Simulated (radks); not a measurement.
The numbers below are computed, except where a source is named.
Cu, 29 electrons, occupied as [Ar] 3d10 4f1 (not the ground configuration). Code: a radial shooting solver on a logarithmic mesh with Libxc functionals. Model: scalar-relativistic Kohn-Sham, LDA (Slater exchange, Perdew-Wang correlation), spin-unpolarised, spherical densities, finite nucleus; Fermi nuclear charge, rms radius 3.8823 fm.

X-ray form factor f0, the Fourier transform of the density (f0(0) = 29):

| sin(theta)/lambda (1/angstrom) | f0 (electrons) |
|---|---|
| 0.05 | 27.592 |
| 0.1 | 26.642 |
| 0.15 | 25.180 |
| 0.2 | 23.458 |
| 0.25 | 21.638 |
| 0.3 | 19.829 |
| 0.4 | 16.494 |
| 0.5 | 13.716 |
| 0.6 | 11.538 |
| 0.8 | 8.701 |
| 1 | 7.185 |
| 1.25 | 6.101 |
| 1.5 | 5.290 |
| 2 | 3.839 |
